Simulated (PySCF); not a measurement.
Input of a run on `FC1=NC(F)=C(F)C(F)=C1F` (pentafluoropyridine): the job's settings, then the atoms in Å.
```
{"job": {"kind": "nmr", "xc": "wB97X-D", "basis": "pcSseg-2", "pop": false, "solvent": "chloroform"}, "charge": 0, "multiplicity": 1}
F     -0.360619    -2.733542     0.307093
C     -0.281359    -1.425177     0.159373
N     -1.398341    -0.754543     0.083839
C     -1.351490     0.541061    -0.062654
F     -2.496663     1.191917    -0.137194
C     -0.170029     1.259014    -0.142911
F     -0.151711     2.571858    -0.290386
C      1.014479     0.541940    -0.062771
F      2.171036     1.163147    -0.133437
C      0.969668    -0.835814     0.091786
F      2.085076    -1.540003     0.168592
```

Method: GIAO wB97X-D/pcSseg-2 NMR shielding, non-relativistic, IEF-PCM chloroform (PySCF, density fitting); geometry PBE0-D3(BJ)/def2-TZVP, gas phase, not relaxed in the solvent; ε = 4.711, cavity from Bondi-type radii × 1.2.

**Question.** What does the run print?

**Answer.** 
```
coarse grid: 11928 points
cycle   1  E = -744.3208190287  dE =  2.802e+00  |g| = 1.111e+00  |ddm| = 3.239e+00
cycle   2  E = -744.2487600653  dE =  7.206e-02  |g| = 1.384e+00  |ddm| = 1.158e+00
cycle   3  E = -744.5336814725  dE = -2.849e-01  |g| = 1.016e-01  |ddm| = 5.993e-01
cycle   4  E = -744.5350603365  dE = -1.379e-03  |g| = 3.406e-02  |ddm| = 6.926e-02
cycle   5  E = -744.5352552853  dE = -1.949e-04  |g| = 1.693e-02  |ddm| = 3.244e-02
cycle   6  E = -744.5353076847  dE = -5.240e-05  |g| = 2.251e-03  |ddm| = 1.057e-02
cycle   7  E = -744.5353096797  dE = -1.995e-06  |g| = 1.444e-03  |ddm| = 4.006e-03
final grid: 125056 points
cycle   8  E = -744.5363625070  dE = -3.168e-04  |g| = 1.613e-02  |ddm| = 6.883e-02
cycle   9  E = -744.5363478362  dE =  1.467e-05  |g| = 1.927e-02  |ddm| = 1.656e-02
cycle  10  E = -744.5363985288  dE = -5.069e-05  |g| = 8.856e-04  |ddm| = 7.846e-03
cycle  11  E = -744.5363987065  dE = -1.777e-07  |g| = 3.975e-04  |ddm| = 9.421e-04
cycle  12  E = -744.5363987419  dE = -3.546e-08  |g| = 1.173e-04  |ddm| = 4.364e-04
cycle  13  E = -744.5363987452  dE = -3.296e-09  |g| = 3.851e-05  |ddm| = 1.322e-04
cycle  14  E = -744.5363987457  dE = -4.991e-10  |g| = 1.345e-05  |ddm| = 6.204e-05
converged SCF energy = -744.5363987457

GIAO shielding tensors (ppm)
atom      isotropic    diamagn.    paramagn.     s11        s22        s33       span
  0 F      271.484     465.839    -194.355    168.481    297.116    348.855    180.374
  1 C       29.399     255.079    -225.680    -32.778     38.292     82.683    115.461
  2 N       -1.022     325.744    -326.766   -164.959    -49.909    211.804    376.763
  3 C       29.387     255.089    -225.702    -32.808     38.322     82.645    115.453
  4 F      271.366     465.859    -194.493    168.189    297.269    348.640    180.451
  5 C       40.143     255.057    -214.914      3.669     19.617     97.143     93.474
  6 F      352.685     464.109    -111.424    291.906    314.078    452.070    160.164
  7 C       21.477     253.327    -231.850    -30.136     -1.052     95.619    125.756
  8 F      317.820     464.067    -146.247    233.395    247.383    472.682    239.288
  9 C       40.153     255.047    -214.894      3.764     19.552     97.143     93.378
 10 F      352.693     464.096    -111.403    291.973    314.060    452.046    160.074
```

The cycles run first on a coarse grid and then on the final one, and are numbered through; the first dE on the final grid is taken against the last density's energy on that grid. The program numbers atoms from 0. Energies include the polarisation term of the continuum.

**Question.** The same input without solvent ends at -744.532628 Eh. What does the continuum change?

**Answer.** The energy falls by 0.003771 Eh, 9.90 kJ/mol; the polarisation term alone is -10.82 kJ/mol. HOMO -9.81 → -9.61 eV, LUMO 0.18 → 0.40 eV, dipole 1.06 → 1.34 D. The SCF took 14 cycles in the solvent and 14 in the gas phase.

The pairwise dispersion term of wB97X-D wasn't added to the energies; at a given geometry it leaves orbitals and properties as they are.
